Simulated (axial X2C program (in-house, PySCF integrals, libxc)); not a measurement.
## Ionising GaH

Calculated with an axial X2C code built on PySCF integrals, spin-free (one-electron X2C) or two-component (2c: spin–orbit coupling with atomic mean-field Coulomb and Gaunt terms, which also bring small scalar terms), in Dyall basis sets with cores contracted in-house; open shells are unrestricted.

Basis sets: Ga dyall-cv3z, H dyall-v3z. Frozen shells (counts by l): GaH Ga 3s2p, H none, 14 electrons correlated; GaH⁺ Ga 3s2p, H none, 13 electrons correlated. Coupled cluster in natural virtuals with an MP2 remainder. Where the outer core of a metal is frozen, bonds come out longer and ionisation energies lower.

| Hamiltonian | level | GaH state | Re (Å) | ωe (cm⁻¹) | De (eV) |
| --- | --- | --- | --- | --- | --- |
| spin-free | HF | M_S = 0, Λ = 0 | 1.667 | 1652.5 | 2.05 |
| spin-free | PBE0 | M_S = 0, Λ = 0 | 1.674 | 1579.5 | 2.84 |
| spin-free | MP2 | M_S = 0, Λ = 0 | 1.645 | 1658.5 | 2.77 |
| spin-free | CCSD | M_S = 0, Λ = 0 | 1.660 | 1614.0 | 2.97 |
| spin-free | CCSD(T) | M_S = 0, Λ = 0 | 1.661 | 1606.5 | n/a |
| 2c | HF | Ω = 0 | 1.667 | 1651.7 | n/a |
| 2c | PBE0 | Ω = 0 | 1.675 | 1578.8 | n/a |
| 2c | MP2 | Ω = 0 | 1.645 | 1657.3 | 2.73 |
| 2c | CCSD(T) | Ω = 0 | 1.661 | 1606.9 | n/a |

Adiabatic ionisation energy (minimum to minimum, no zero-point term) and constants of GaH⁺:

| Hamiltonian | level | GaH⁺ state | IE (eV) | Re (Å) | ωe (cm⁻¹) | De (eV) | fragments |
| --- | --- | --- | --- | --- | --- | --- | --- |
| spin-free | HF | M_S = 1/2, Λ = 0 | 7.41 | 1.638 | 1326.5 | 0.17 | Ga+ + H |
| spin-free | PBE0 | M_S = 1/2, Λ = 0 | 8.37 | 1.666 | 1256.4 | 0.45 | Ga+ + H |
| spin-free | MP2 | M_S = 1/2, Λ = 0 | 8.41 | 1.625 | 1327.8 | 0.19 | Ga+ + H |
| spin-free | CCSD | M_S = 1/2, Λ = 0 | 8.48 | 1.654 | 1277.4 | 0.34 | Ga+ + H |
| spin-free | CCSD(T) | M_S = 1/2, Λ = 0 | 8.51 | 1.661 | 1245.8 | n/a | Ga+ + H |
| 2c | HF | Ω = 1/2 | 7.41 | 1.639 | 1323.2 | 0.17 | Ga+ + H |
| 2c | PBE0 | Ω = 1/2 | 8.37 | 1.666 | 1254.5 | 0.45 | Ga+ + H |
| 2c | MP2 | Ω = 1/2 | 8.41 | 1.626 | 1324.3 | 0.18 | Ga+ + H |
| 2c | CCSD(T) | Ω = 1/2 | 8.51 | 1.662 | 1243.4 | n/a | Ga+ + H |

Problem. Add the zero-point terms to the ionisation energy at CCSD(T), 2c, and say whether the electron removed was bonding.

Solution. IE0 = IE + (ωe⁺ − ωe)/2 = 8.51 + (-0.023) = 8.49 eV. Re changes by 0.001 Å, so the electron was nearly non-bonding.

Each entry is the lowest single determinant of a limited PBE0 search at one distance. De goes to single-determinant-based atoms at the same level (for ions the charge split of lowest energy) and is withheld (n/a) where an atom does not fit its ground term or J level. Main or longest-lived isotopes. The functionals have no current term, which raises determinants with orbital currents.
